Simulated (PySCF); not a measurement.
Working out the ionisation energy of Pd⁺

Pd⁺ [Kr] 4d9 (2D) → Pd²⁺ [Kr] 4d8 (3F). Calculation: PySCF 2.14, in def2-TZVPPD with the def2 core potential (28 electrons) (6s4p3d2f1g, 56 functions); a scalar-relativistic core potential. Frozen: nothing. Energies in hartree (1 hartree = 27.21139 eV):

```json
{"part": "UHF", "Pd⁺ (lower)": "-126.801428", "Pd²⁺ (upper)": "-126.161057"}
{"part": "MP2 opposite-spin", "Pd⁺ (lower)": "-0.375344", "Pd²⁺ (upper)": "-0.328680"}
{"part": "MP2 same-spin", "Pd⁺ (lower)": "-0.177849", "Pd²⁺ (upper)": "-0.150364"}
```

Task: What does Hartree-Fock give?

Result: (-126.161057) − (-126.801428) = 0.640371 hartree = 17.425 eV.

Task: What do MP2 and SCS-MP2 (6/5 opposite-spin, 1/3 same-spin) give?

Result: The opposite-spin parts differ by 1.270 eV and the same-spin parts by 0.748 eV. MP2: 17.425 + (1.270) + (0.748) = 19.443 eV. SCS-MP2: 17.425 + 1.2 × (1.270) + (0.748)/3 = 19.198 eV.

Reference: 19.43 ± 0.12 eV (semi-empirical (NIST evaluation); NIST Atomic Spectra Database, ionization energies), between the lowest levels; spin-orbit coupling is absent from the calculation.

What remains against the reference includes basis incompleteness and correlation beyond second order.
